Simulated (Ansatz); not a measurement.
ClGeH$_{5}$SSi (`Cl[SiH2][S][GeH3]`). Charge 0, multiplicity 1. Correlated methods include outer-core shells of Ge, which these sets cover unevenly. Scalar relativity is left out up to krypton.

Z-matrix (Å, degrees):
```
Si
S 1 2.119
Cl 1 2.048 2 108.1
H 1 1.483 2 110.9 3 -118.8
H 1 1.481 2 111.6 3 118.4
Ge 2 2.233 1 95.3 3 166.7
H 6 1.534 2 109.6 1 -86.7
H 6 1.538 2 108.7 1 33.7
H 6 1.531 2 106.1 1 153.0
```

Problem. Give the diagnostics of a CCSD(T)/def2-TZVPP run (frozen core, Ansatz). (Best estimate.)

Solution. Ansatz gave: T1 = 0.0107, largest single amplitude 0.014, largest double 0.018, (T) share of the correlation energy 4.0 %, 8 CCSD cycles. The RHF solution is stable towards an unrestricted one. T1 lies under the customary mark of 0.02 for closed shells.
